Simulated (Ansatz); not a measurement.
Program: Ansatz. Geometries: PBE0-D4/def2-TZVP. ΔE: electronic, gas phase. CCSD(T)/CBS is the MP2 limit (def2-TZVPP, def2-QZVPP) plus CCSD(T) − MP2 in def2-TZVPP, frozen cores. This one scheme is used for every species. Each species was taken in one conformer, which may not be the lowest.

`COC(N)[SiH3]` + `C#CCC` → `C#CCC[SiH3]` + `COCN`  (formal exchange of groups at the Si–C bond)

```tsv
level	ΔE (kcal/mol)
SCS-MP2/def2-TZVPP	-5.1
MP2/def2-QZVPP	-5.0
```

(1) What does CCSD(T)/CBS give? (An estimate is asked.)

Largest T1 diagnostic among the species: 0.012.

Results:

(1) The calculation gave: -4.6 kcal/mol. The listed levels differ from it by -0.5, -0.4 kcal/mol.
